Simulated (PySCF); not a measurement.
Does the structure fit the spectrum?

A compound C$_{6}$H$_{10}$NOP gives the data below (simulated from a calculation) and was assigned the structure `Cc1coc(N(C)C)p1`.

¹³C{¹H} NMR (computed): δ 182.2 (CH), 164.2 (C), 154.1 (C), 48.2 (CH3, 2C), 15.9 (CH3).

¹H NMR (600 MHz, computed): δ 8.62 (m, 1H), 2.69 (s, 6H), 2.52 (s, 3H).

[PySCF 2.14: σ from GIAO-PBE0/pcSseg-1; geometry: GFN2-xTB; one computed conformer; gas phase; no relativistic terms; rapidly exchanging positions averaged]

Referencing at the same level of theory: ¹H and ¹³C vs TMS.

Q: Compare with the shifts computed for the proposed structure, pairing carbons in order of shift.

A: Atoms are numbered as in `[CH3:1][c:2]1[cH:3][o:4][c:5]([N:6]([CH3:7])[CH3:8])[p:9]1`. Hydrogens are named by the atom that carries them.

```
atom  computed for proposal  given list  difference
  C5                  203.8       182.2       +21.6
  C2                  142.5       164.2       -21.7
  C3                  140.0       154.1       -14.1
  C7                   39.8        48.2        -8.4
  C8                   39.8        48.2        -8.4
  C1                   13.4        15.9        -2.5
```

The rms difference is 14.6 ppm and the largest -21.7 ppm at C2 (substituted aromatic carbon). The carbon types in order of shift don't match either: C, C, CH, CH3, CH3, CH3 for the proposal against CH, C, C, CH3, CH3, CH3 in the data. The proposal doesn't fit.

Q: Which isomer fits?

A: SMILES C1=PC(N(C)C)=C(C)O1.

δC 182.2: aromatic CH next to the ring oxygen. δC 164.2: aromatic carbon bearing nitrogen; the electronegative substituent deshields the carbon that carries it. δC 154.1: substituted aromatic carbon next to the ring oxygen. δH 8.62: hydrogen on an aromatic CH next to the ring oxygen; the ring current deshields protons in the ring plane.

The data come from this structure; uniqueness wasn't tested.

Splittings by ³¹P in the carbon and heteronuclear signals aren't shown, as no couplings were computed. Shifts are as computed. Against solution values, carbons near 30 ppm lie about +3 ppm off and those near 130 ppm about +5 ppm. Of 1211 compounds with measured shifts, 218 miss one by over three times the rms of a fit or turn the order of signals round; such compounds aren't used in these exercises. No couplings were computed; multiplicities are counted from neighbouring protons, with m where these are inequivalent, close in shift, in a saturated or five-membered ring or joined by F or P, and br s for small geminal =CH2 splittings.
